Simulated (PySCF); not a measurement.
C3H9FOSi3.
Cartesian coordinates in Å at the GFN2-xTB level; atoms count from 1:
```xyz
17
C3H9FOSi3 angstrom
C      2.2585    0.1863   -1.3262
O      1.1255   -0.5311   -0.9064
C      0.2300    0.1377   -0.1452
C     -0.8704   -0.4699    0.3711
Si    -1.2490   -2.2865    0.1019
Si    -1.7392    0.9457    1.2819
F     -1.7866    0.7511    2.8953
Si     0.1531    1.9678    0.4229
H      2.8131   -0.4729   -1.9928
H      2.8918    0.4585   -0.4755
H      1.9766    1.0971   -1.8638
H     -2.4730   -2.6137    0.8416
H     -1.4609   -2.5371   -1.3283
H     -0.1394   -3.1105    0.5891
H     -3.1500    1.1906    1.0105
H      1.3259    2.3785    1.2110
H      0.0871    2.9204   -0.6967
```

Definitions: NICS(0) = −σiso at the ring centroid; NICS(1) = −σiso and NICS(1)zz = −σzz at ±1 Å along the ring normal z. Level: GIAO PBE0/pcSseg-1 (PySCF, non-relativistic, gas phase) on the GFN2-xTB geometry, one conformer.

Ring bond lengths (Å), with Mayer bond orders in brackets: C3–C4 1.359 (1.67), C4–Si6 1.894 (0.88), Si6–Si8 2.316 (0.89), Si8–C3 1.918 (0.86).

**Question.** What do the NICS probes read (ppm)?

**Answer.** 
| ring | type | NICS(0) | NICS(1), two faces | NICS(1)zz, two faces | rms pucker (Å) | centre to ring atoms, mean (Å) |
| --- | --- | --- | --- | --- | --- | --- |
| C3–C4–Si6–Si8 | 4-membered ring with 2 Si; formal bonds 1 double, 3 single | -1.5 | -2.8 / -4.8 | 4.9 / 1.2 | 0.01 | 1.31 |

**Question.** What can be read from them?

**Answer.** 
- C3–C4–Si6–Si8: mean NICS(1)zz 3.1 ppm, deshielded. Si6, Si8 have four or more neighbours, so the value isn't read as a sign of a π ring current. The two faces differ by 3.7 ppm, so no symmetry operation interchanges them.

**Question.** What is the mean of the two in-plane components of NICS at the second NICS(1) probe listed for ring C3–C4–Si6–Si8, 1 Å off the ring?

**Answer.** The isotropic value is a third of the trace: (3 × -4.8 − (1.2))/2 = -7.8 ppm.

**Question.** What are the shieldings of the ring atoms and their hydrogens in the same run (means over atoms taken as equivalent)?

**Answer.** 
```
atoms                      environment  σ isotropic (ppm)  principal values of the symmetric part, first atom (ppm)
   C3    vinylic carbon bearing oxygen              -14.3                                        -122.9, -5.6, 85.6
   C4  fully substituted alkene carbon               40.1                                        -58.7, 45.4, 133.5
  Si6           fluorine-bound silicon              347.0                                       281.6, 314.4, 445.1
  Si8                     SiH2 silicon              401.8                                       324.2, 396.0, 485.3
  H15                    Si–H hydrogen              25.77                                          22.3, 24.7, 30.4
  H16                    Si–H hydrogen              26.51                                          23.3, 25.3, 30.9
  H17                    Si–H hydrogen              26.57                                          23.1, 25.5, 31.1
```
